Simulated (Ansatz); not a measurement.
Cost and result for the atomization energy of `C=C1CBO1` (10 atoms, 10 bonds).

```xyz
10

C     0.387   -1.691   -0.276
C    -0.031   -0.450   -0.140
C     0.450    0.847    0.460
B    -0.952    1.301   -0.114
O    -1.255    0.051   -0.612
H    -0.217   -2.431   -0.784
H     1.349   -1.980    0.124
H     1.348    1.263    0.000
H     0.578    0.835    1.543
H    -1.657    2.255   -0.201
```

Total charge 0; spin multiplicity 1. Geometry: relaxed with PBE0-D4/def2-TZVP. Program: Ansatz. All runs use 2 threads of an Arm Neoverse V2 on a shared host. Times are those of one run each, without the atoms' runs, and a repeat can differ threefold. Electronic energies, without spin–orbit coupling; frozen cores. CCSD(T)/CBS adds CCSD(T) − MP2 in def2-TZVPP to the MP2 limit, and its time is that of the two runs behind it. T1 = 0.014. B3LYP takes the VWN-RPA correlation (the form of Gaussian; ORCA's B3LYP/G).

CCSD(T)/CBS is a level of theory with its own doubt, some kJ/mol a heavy atom from the limit and from the frozen cores, so smaller differences don't rank the functionals.

```
                             level  functions  wall time  atomization (kcal/mol)  difference from CCSD(T)/CBS  per bond
              revPBE-D4/def2-TZVPP        225      2.5 s                  1034.9                          8.6       0.9
                BLYP-D4/def2-TZVPP        225      2.7 s                  1032.0                          5.7       0.6
                PBE0-D4/def2-TZVPP        225      3.3 s                  1041.8                         15.5       1.6
                  CCSD(T)/def2-SVP         95      4.7 s                   987.6                        -38.7      -3.9
 B3LYP-D4/def2-TZVPP (with forces)        225      5.5 s                  1031.2                          4.9       0.5
r2SCAN-D4/def2-TZVPP (with forces)        225        6 s                  1037.7                         11.4       1.1
             r2SCANh-D4/def2-TZVPP        225        6 s                  1030.5                          4.2       0.4
                 B2PLYP/def2-TZVPP        225        6 s                  1022.4                         -3.9      -0.4
               PBE-QIDH/def2-TZVPP        225      6.5 s                  1030.9                          4.6       0.5
                 B97M-V/def2-TZVPP        225       12 s                  1034.7                          8.4       0.8
                    MP2/def2-QZVPP        435       24 s                  1041.9                         15.6       1.6
                CCSD(T)/def2-TZVPP        225      120 s                  1002.3                        -24.0      -2.4
                 CCSD(T)/CBS(def2)          –    2.4 min                  1026.3                          0.0       0.0
```

The D4 term adds +6.6 kcal/mol with B3LYP and +3.4 kcal/mol with PBE0; it sums over pairs of atoms, weighted by their polarisabilities, and B3LYP, whose exchange is more repulsive, gets the larger term. In def2-TZVPP, CCSD(T) changes the Hartree–Fock value by +242.1 kcal/mol (the triples alone add +17.2 kcal/mol) and MP2 by +267.6 kcal/mol; breaking electron pairs costs correlation energy, which Hartree–Fock lacks. From BLYP to BHLYP (50 % exact exchange), in def2-TZVPP and without D4, the atomization energy moves by −29.4 kcal/mol: exact exchange takes away binding that semilocal exchange gives to molecules.
